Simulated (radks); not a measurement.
The numbers below are computed, except where a source is named.
Effect of the nuclear size on the strontium ion Sr+, [Kr] 5s1. Level of theory: Dirac Kohn-Sham, LDA (Slater exchange, Perdew-Wang correlation), spin-unpolarised, spherical densities, finite nucleus; Fermi nuclear charge, rms radius 4.224 fm (a radial shooting solver on a logarithmic mesh with Libxc functionals). The rms radius is varied about that value; shifts are against it.

[
 {"rms radius (fm)": "3.4764", "total energy shift (eV)": "-0.268", "density at nucleus (e/bohr^3)": "6.176e+04", "1s1/2 shift (meV)": "-113", "2s1/2 shift (meV)": "-11.7", "3p1/2 shift (meV)": "0.191", "4s1/2 shift (meV)": "-0.246"},
 {"rms radius (fm)": "4.0128", "total energy shift (eV)": "-0.0804", "density at nucleus (e/bohr^3)": "6.098e+04", "1s1/2 shift (meV)": "-34.1", "2s1/2 shift (meV)": "-3.51", "3p1/2 shift (meV)": "0.057", "4s1/2 shift (meV)": "-0.074"},
 {"rms radius (fm)": "4.224", "total energy shift (eV)": "0", "density at nucleus (e/bohr^3)": "6.07e+04", "1s1/2 shift (meV)": "0.000", "2s1/2 shift (meV)": "0.000", "3p1/2 shift (meV)": "0.000", "4s1/2 shift (meV)": "0.000"},
 {"rms radius (fm)": "4.4774", "total energy shift (eV)": "0.101", "density at nucleus (e/bohr^3)": "6.039e+04", "1s1/2 shift (meV)": "43.0", "2s1/2 shift (meV)": "4.43", "3p1/2 shift (meV)": "-0.072", "4s1/2 shift (meV)": "0.093"},
 {"rms radius (fm)": "4.7309", "total energy shift (eV)": "0.208", "density at nucleus (e/bohr^3)": "6.009e+04", "1s1/2 shift (meV)": "88.3", "2s1/2 shift (meV)": "9.09", "3p1/2 shift (meV)": "-0.149", "4s1/2 shift (meV)": "0.192"}
]

Slopes of the eigenvalues against <r^2> in GHz/fm^2, as finite differences over the two radii next to the reference (eigenvalue slopes, not the field-shift constants of lines): 1s1/2 4720, 2s1/2 487, 3p1/2 -7.96, 4s1/2 10.3.
